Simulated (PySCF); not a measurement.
**GaF⁺: frontier orbitals**

UHF at R = 1.738 Å; Ga aug-pcseg-1, F aug-pcseg-1; no relativity (PySCF 2.14). State: ²Σ⁺ (doublet), unpaired electrons σ ↑. Only the outer orbitals are listed, counted within each symmetry.

```csv
spin,orbital,occ.,ε (eV),on Ga (%),main shells (%)
α,9σ,1,-25.56,12,"84 F p, 11 Ga s"
α,4π,1,-23.44,2,98 F p
α,4π,1,-23.44,2,98 F p
α,10σ,1,-19.69,95,"79 Ga s, 16 Ga p, 8 F p"
α,5π,0,-6.06,102,100 Ga p
α,5π,0,-6.06,102,100 Ga p
β,9σ,1,-23.47,13,"83 F p, 10 Ga s"
β,4π,1,-23.23,2,98 F p
β,4π,1,-23.23,2,98 F p
β,10σ,0,-8.81,100,"90 Ga s, 9 Ga p"
β,5π,0,-4.72,105,104 Ga p
β,5π,0,-4.72,105,104 Ga p
```

Which are the highest filled and the lowest empty level, where do they sit, and how wide is the gap?

Highest filled α 10σ at -19.69 eV (in %: 79 Ga s, 16 Ga p, 8 F p); lowest empty β 10σ at -8.81 eV (in %: 90 Ga s, 9 Ga p); the gap at UHF is 10.88 eV.

```json
{"bond order (Mayer)": "0.41", "⟨S²⟩": "0.758", "charge on Ga (Mulliken, basis-dependent)": "1.69", "charge on Ga (Löwdin, basis-dependent)": "1.55", "dipole moment (positive dipole points towards F; it is taken about the centre of mass and depends on that origin)": "-4.54 D", "polarisability along the bond": "20.4 bohr³", "polarisability across the bond": "18.9 bohr³"}
```

Shares are Mulliken populations and can fall outside 0 to 100 %.

Spin–orbit coupling is left out. The state is the lowest determinant that a PBE0 search found; another state may lie lower at other levels.
